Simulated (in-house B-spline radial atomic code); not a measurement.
## Response and correlation of the titanium ion Ti¹⁸⁺

Closed shell [He] 2s2. Computed with a B-spline radial code for spherical atoms: Dirac-Hartree-Fock, relativistic RPA (time-dependent Dirac-Hartree-Fock) for the response and second-order many-body perturbation theory for correlation, no-pair Dirac-Coulomb Hamiltonian, finite nucleus.

```json
{"multipole (bohr³, bohr⁵, bohr⁷)": "dipole", "uncoupled": "0.021181", "coupled RPA": "?"}
{"multipole (bohr³, bohr⁵, bohr⁷)": "quadrupole", "uncoupled": "0.00040727", "coupled RPA": "0.0004307"}
{"multipole (bohr³, bohr⁵, bohr⁷)": "octupole", "uncoupled": "5.196e-05", "coupled RPA": "5.4033e-05"}
```

Task: What is the coupled dipole polarisability?

Result: 0.029821 atomic units, +41 % against the uncoupled value.

Task: Which subshells carry the dipole polarisability?

Result: 2s1/2 100.1 %, 1s1/2 -0.1 %.

Task: What does the dipole shielding factor come to?

Result: The dipole shielding factor is 0.182, against the exact N/Z = 4/22 = 0.182 of the non-relativistic theorem.

Dipole polarisability at imaginary frequency:

```
u (Eh)  α(iu) (bohr³)
     0        0.02982
  1.66        0.02054
  4.14       0.008462
  8.28       0.003402
  12.4       0.002124
  16.6       0.001576
  24.8       0.001064
  33.1      0.0007865
  41.4      0.0006083
    58      0.0003968
  82.8      0.0002425
   124      0.0001343
   166      8.634e-05
   248      4.576e-05
   414      1.919e-05
   828      5.375e-06
```

Task: What dispersion coefficients follow for two such ions (the dispersion part alone)?

Result: C6 = (3/π)∫α(iu)²du = 0.001749 hartree·bohr⁶ and C8 = 0.0002696 hartree·bohr⁸.

Lowest J = 1 odd-parity excitations:

| energy (eV) | oscillator strength | leading channel | weight |
| --- | --- | --- | --- |
| 26.394 | 0.000439 | 2s1/2 → p1/2 | 0.756 |
| 66.234 | 0.167 | 2s1/2 → p3/2 | 0.756 |
| 776.61 | 0.0485 | 2s1/2 → p1/2 | 0.879 |
| 780.76 | 0.646 | 2s1/2 → p3/2 | 0.879 |
| 1026.3 | 0.0154 | 2s1/2 → p1/2 | 0.9 |
| 1027.9 | 0.163 | 2s1/2 → p3/2 | 0.9 |
| 1140.6 | 0.007 | 2s1/2 → p1/2 | 0.908 |
| 1141.4 | 0.0681 | 2s1/2 → p3/2 | 0.908 |

Second-order correlation energy by the highest angular momentum of the excited pair (hartree): s -0.01616, p -0.1681, d -0.01118, f -0.002917, g -0.00107, h -0.0004625, i -0.0002333, k -0.0001291.

Task: What is the second-order correlation energy at the partial-wave limit?

Result: The listed waves sum to -0.20027 hartree; extrapolating the increments as (l + 1/2)⁻⁴ gives -0.20053 hartree, -1.36 eV per electron.
